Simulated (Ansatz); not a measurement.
`[CH2][N](C)[InH2]`, charge 0, multiplicity 2.

Task: Give a relaxed structure at PBE0-D4/def2-TZVP (the Gaussian-basis code of Ansatz). (Best estimate.)

Result: Computed: 
Z-matrix (Å, degrees):
```
C
N 1 1.445
H 1 1.092 2 108.7
H 1 1.092 2 109.0 3 116.6
H 1 1.094 2 112.3 3 -121.7
In 2 2.378 1 118.5 3 -60.1
C 2 1.262 1 119.8 3 122.7
H 6 1.760 2 93.0 1 171.1
H 6 1.756 2 95.1 1 48.8
H 7 1.087 2 119.0 1 -179.5
H 7 1.094 2 122.0 1 0.6
```
This is one stationary point; other conformers may exist.
